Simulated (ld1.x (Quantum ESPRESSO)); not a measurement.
**What the settings do to the TM potential of niobium**

Base potential:

ld1.x (Quantum ESPRESSO) 7.5 input, shortened:

```
&input
   title='Nb', zed=41., rel=1, dft='PW91', iswitch=3,
   config='[Kr] 4d3 5s2 5p0'
 /
 &inputp
   pseudotype=2, tm=.true., lloc=0,
   nlcc=.true., rcore=0.55
 /
3
4P  2  1   6.00   0.00  1.45  1.45  0.0
4D  3  2   3.00   0.00  2.20  2.20  0.0
4S  1  0   2.00   0.00  1.20  1.20  0.0
 &test
   configts(1)='4s2 4p6 4d3 5s2 5p0'
 /
```

Occupied shells without a wave of their own: 5s. They enter only through the test configuration that unscreens the potential, and ld1.x also counts them in the model core charge.

All-electron outer shells of the reference configuration (PW91, scalar-relativistic, ld1.x):

| shell | level (eV) | outermost node (bohr) | outermost maximum (bohr) |
| --- | --- | --- | --- |
| 3p | -349.56 | 0.17 | 0.39 |
| 3d | -199.06 | – | 0.33 |
| 4s | -60.88 | 0.53 | 1.02 |
| 4p | -36.86 | 0.54 | 1.12 |
| 5s | -4.73 | 1.40 | 2.96 |
| 4d | -4.68 | 0.55 | 1.47 |
| 5p | -1.50 | 1.60 | 3.95 |

Cutoffs, loose and tight: the cutoffs (Ry, on a coarse ladder) from which the occupation-weighted sum of valence levels, in a spherical-Bessel basis at the reference potential, stays within 10 and 1 mRy of its value at 400 Ry. They do not see the model core or the augmentation charge, which bear on the density cutoff. Test errors are all-electron minus pseudo excitation energies from the reference, over the configurations 4s2 4p6 4d4 5s1 5p0; 4s2 4p6 4d4 5s0 5p0; 4s2 4p6 4d3 5s0 5p0; 4s2 4p6 4d1 5s0 5p0; 4s2 4p6 4d4 5s0 5p1; 4s2 4p6 4d3 5s1 5p1; 4s2 4p6 4d5 5s0 5p0. A dash means not determined; rows that change the core or the reference have their own tests.

With those shells counted twice in exchange and correlation these files are broken, and their errors move erratically; no question is asked of them.

| change | outcome | cutoff, loose | cutoff, tight | bound ghosts | largest test error (meV) |
| --- | --- | --- | --- | --- | --- |
| base | generated | 90 Ry | 160 Ry | none | -1541 |
| all radii but the core radius scaled by about 0.76 (s 0.92, p 1.10, d 1.68 bohr) | generated | 180 Ry | 300 Ry | none | -1804 |
| all radii but the core radius scaled by about 0.82 (s 0.98, p 1.20, d 1.80 bohr) | generated | 110 Ry | 200 Ry | none | -1582 |
| all radii but the core radius scaled by about 0.90 (s 1.08, p 1.30, d 1.98 bohr) | generated | 100 Ry | 180 Ry | none | -1482 |
| all radii but the core radius scaled by about 0.96 (s 1.16, p 1.40, d 2.12 bohr) | generated | 90 Ry | 160 Ry | none | -1486 |
| all radii but the core radius scaled by about 1.05 (s 1.26, p 1.52, d 2.30 bohr) | generated | 90 Ry | 160 Ry | none | -1652 |
| all radii but the core radius scaled by about 1.12 (s 1.34, p 1.62, d 2.46 bohr) | generated | 80 Ry | 140 Ry | none | -1834 |
| all radii but the core radius scaled by about 1.18 (s 1.42, p 1.72, d 2.60 bohr) | generated, misses its reference levels by 0.20 eV | 70 Ry | 120 Ry | none | -2344 |
| all radii but the core radius scaled by about 1.26 (s 1.52, p 1.82, d 2.78 bohr) | generated, misses its reference levels by 0.29 eV | 60 Ry | 100 Ry | none | -2872 |
| all radii but the core radius scaled by about 1.30 (s 1.56, p 1.88, d 2.86 bohr) | generated, misses its reference levels by 0.35 eV | 60 Ry | 90 Ry | none | -3179 |
| all radii but the core radius scaled by about 1.40 (s 1.68, p 2.04, d 3.08 bohr) | generated, misses its reference levels by 0.59 eV | 50 Ry | 70 Ry | none | -4539 |

Reading the sweep of the scale of all radii but the core radius (base = 1) (base included, trends over the rows without a ghost): The loose cutoff falls from 180 Ry at 0.76 to 50 Ry at 1.4. A larger radius leaves more room for a smooth pseudo-wave, so fewer plane waves are needed; a smaller one forces it to follow the all-electron wave where it bends sharply. The median size of the test errors (rows with all tests solved) is not monotonic: lowest 132.1 meV at 0.9, highest 989.7 meV at 1.4.
